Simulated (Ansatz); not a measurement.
Start from `F[C](F)(F)[GeH3]` and change one atom or group to get `FC(F)(F)CI`.

Ansatz, PBE0-D4/def2-TZVP geometries, multiplicity 1. 

Elements past krypton have def2 core potentials. Scalar relativity is left out up to krypton. Spin–orbit coupling is left out; it splits and shifts lone-pair levels of the heavy atoms by tenths of an eV.

| property | `F[C](F)(F)[GeH3]` |
| --- | --- |
| LUMO energy (PBE0/def2-TZVPP) / eV | 0.43 |
| HOMO energy (PBE0/def2-TZVPP) / eV | -9.36 |
| zero-point energy (PBE0-D4/def2-TZVP) / kJ/mol | 97.7 |
| LUMO energy (B3LYP/def2-TZVPP) / eV | 0.14 |
| HOMO–LUMO gap (PBE0/def2-TZVPP) / eV | 9.79 |
| size of the dipole moment (PBE/def2-TZVPP) / D | 1.91 |

(1) What does the change do to each property? (Estimate.)

Answers

(1) Ansatz gave: 
```
                                      property  `FC(F)(F)CI`  shift
            LUMO energy (PBE0/def2-TZVPP) / eV         -1.33  -1.76
            HOMO energy (PBE0/def2-TZVPP) / eV         -7.79   1.57
zero-point energy (PBE0-D4/def2-TZVP) / kJ/mol         112.5   14.8
           LUMO energy (B3LYP/def2-TZVPP) / eV         -1.58  -1.72
          HOMO–LUMO gap (PBE0/def2-TZVPP) / eV          6.47  -3.32
size of the dipole moment (PBE/def2-TZVPP) / D          1.64  -0.27
```

With PBE0 the HOMO rises by 1.57 eV and the LUMO falls by 1.76 eV, so the gap narrows by about 3.33 eV. PBE moves the HOMO by 1.25 eV and ωB97M-V by 1.64 eV. Dipoles are sizes alone; their direction can turn.

B3LYP here is the variant with VWN-RPA as its local correlation; programs differ in this.
